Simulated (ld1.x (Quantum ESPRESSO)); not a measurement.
**Varying the TM potential for copper (Cu)**

Base potential:

| Property | Result |
| --- | --- |
| Element | Cu (Z = 29) |
| Generator | ld1.x (Quantum ESPRESSO) 7.5 |
| Type | norm-conserving Troullier–Martins (Kleinman–Bylander form) |
| Functional | PBE |
| Relativity | scalar-relativistic |
| Frozen core | [Ne] |
| Valence charge | 19 |
| Reference configuration | 3s2 3p6 3d10 4s1 4p0 |
| Partial waves | 3p (bound): rc 0.85 bohr; 3d (bound): rc 1.55 bohr; 3s (bound): rc 1.00 bohr |
| Local potential | the s channel |
| Core correction | Bessel-smoothed model core, default radius (core density twice the valence density) |

Occupied shells without a wave of their own: 4s. They enter only through the test configuration that unscreens the potential, and ld1.x also counts them in the model core charge.

All-electron outer shells of the reference configuration (PBE, scalar-relativistic, ld1.x):

```
shell  level (eV)  outermost node (bohr)  outermost maximum (bohr)
   2s    -1062.47                   0.07                      0.20
   2p     -916.98                      –                      0.16
   3s     -114.70                   0.29                      0.61
   3p      -72.14                   0.26                      0.62
   3d       -5.04                      –                      0.60
   4s       -4.61                   0.89                      2.27
   4p       -0.70                   0.97                      3.65
```

Cutoffs, loose and tight: the cutoffs (Ry, on a coarse ladder) from which the occupation-weighted sum of valence levels, in a spherical-Bessel basis at the reference potential, stays within 10 and 1 mRy of its value at 400 Ry. They do not see the model core or the augmentation charge, which bear on the density cutoff. Test errors are all-electron minus pseudo excitation energies from the reference, over the configurations 3s2 3p6 3d10 4s0 4p0; 3s2 3p6 3d9 4s0 4p0; 3s2 3p6 3d8 4s0 4p0; 3s2 3p6 3d9 4s1 4p1; 3s2 3p6 3d9 4s2 4p0; 3s2 3p6 3d10 4s0 4p1; 3s2 3p5 3d10 4s1 4p0. A dash means not determined; rows that change the core or the reference have their own tests. The largest error is taken over the tests solved by every variant that gives reliable tests at all: 3s2 3p5 3d10 4s1 4p0; 3s2 3p6 3d10 4s0 4p0; 3s2 3p6 3d10 4s0 4p1; 3s2 3p6 3d8 4s0 4p0; 3s2 3p6 3d9 4s0 4p0; 3s2 3p6 3d9 4s1 4p1.

With those shells counted twice in exchange and correlation these files are broken, and their errors move erratically; no question is asked of them.

| change | outcome | cutoff, loose | cutoff, tight | bound ghosts | largest test error (meV) |
| --- | --- | --- | --- | --- | --- |
| base | generated, misses its reference levels by 0.37 eV | 180 Ry | 260 Ry | none | -1561 |
| all radii but the core radius scaled by about 0.80 (s 0.80, p 0.68, d 1.24 bohr) | generated | 260 Ry | over 300 Ry | none | -689 |
| all radii but the core radius scaled by about 0.85 (s 0.86, p 0.72, d 1.32 bohr) | generated | 230 Ry | over 300 Ry | none | -866 |
| all radii but the core radius scaled by about 1.06 (s 1.06, p 0.90, d 1.64 bohr) | generated, misses its reference levels by 0.50 eV | 160 Ry | 200 Ry | none | -1925 |
| all radii but the core radius scaled by about 1.17 (s 1.16, p 1.00, d 1.82 bohr) | generated, misses its reference levels by 0.83 eV | 120 Ry | 180 Ry | none | -2846 |
| all radii but the core radius scaled by about 1.29 (s 1.30, p 1.10, d 2.00 bohr) | generated, misses its reference levels by 1.27 eV | 100 Ry | 180 Ry | none | -3984 |
| all radii but the core radius scaled by about 1.36 (s 1.36, p 1.16, d 2.12 bohr) | generated, misses its reference levels by 1.52 eV | 100 Ry | 160 Ry | none | -4559 |

Reading the sweep of the scale of all radii but the core radius (base = 1) (base included, trends over the rows without a ghost): The loose cutoff falls from 260 Ry at 0.8 to 100 Ry at 1.36. A larger radius leaves more room for a smooth pseudo-wave, so fewer plane waves are needed; a smaller one forces it to follow the all-electron wave where it bends sharply. The median size of the test errors (rows with all tests solved) rises from 183.1 meV at 0.85 to 1981.0 meV at 1.36. More of the atom is replaced by a form fitted at one configuration, so other configurations suffer as the radius grows.
